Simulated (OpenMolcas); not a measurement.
Co²⁺.

```
Program             : OpenMolcas
Method              : CASSCF
Basis               : ANO-RCC-VDZ [5s4p2d]
Scalar Hamiltonian  : DKH2, point nucleus
Active space        : 7 electrons in 5 orbitals (3d)
State averaging     : 2S+1 = 4 even, 10 roots; 2S+1 = 2 even, 40 roots
Spin-orbit coupling : state interaction with AMFI integrals over the reference wave functions, term energies averaged over their components
```

Levels without dynamic correlation, in cm-1 above 3d7 4F 9/2:

| Level | E |
| --- | --- |
| 3d7 2P 3/2 | 25170 |
| 3d7 2G 9/2 | 19032 |
| 3d7 4P 5/2 | 19092 |
| 3d7 2H 11/2 | 25305 |
| 3d7 2D 5/2(1) | 27398 |
| 3d7 2F 5/2 | 43803 |

On this reference, MS-CASPT2, IPEA 0.25 Eh, imaginary shift 0.1 Eh (closed shells correlated: 3s 3p) puts 3d7 2P 3/2 at 19640 cm-1.

Question: Estimate the other levels at that method by one scale factor, and say how well it serves.

Answer: The factor is 19640 / 25170 = 0.780. Scaled values beside those that MS-CASPT2 gives and measured ones (Sugar and Corliss, J. Phys. Chem. Ref. Data 10, 1097 (1981)):
```tsv
Level	Scaled	MS-CASPT2	Miss (%)	Measured
3d7 2G 9/2	14845	17590	-15.6	16978
3d7 4P 5/2	14892	16440	-9.4	15202
3d7 2H 11/2	19738	25230	-21.8	22720
3d7 2D 5/2(1)	21370	22360	-4.4	23059
3d7 2F 5/2	34166	39590	-13.7	37021
```
For these levels the scaled values miss MS-CASPT2 by up to 21.8 %, as correlation changes each term by its own factor, spin-orbit parts do not scale and CASPT2 has its own spread within terms. This holds within one configuration; levels of others move differently, and the target method has errors of its own against measurement.

CASPT2 does not keep the components of a term degenerate, so their means are used; among the terms shown or strongly mixed into the levels shown the widest spread is 250 cm-1 (3d7 4F, MS-CASPT2). Without dynamic correlation excited terms often stand tens of per cent too high (terms of higher spin than the ground term too low), and those without a measured partner can miss by more than the paired ones (holds for CASSCF). Measured partners are found by configuration, term and J. A level has none where our copy of the source lacks it or the pairing is in doubt (some pairs that miss far off the trend of their configuration count as doubtful), and it then counts in no deviation. Levels of configurations outside the active space are missing.

A number in round brackets counts repeated terms of one configuration in the order of the reference energies.
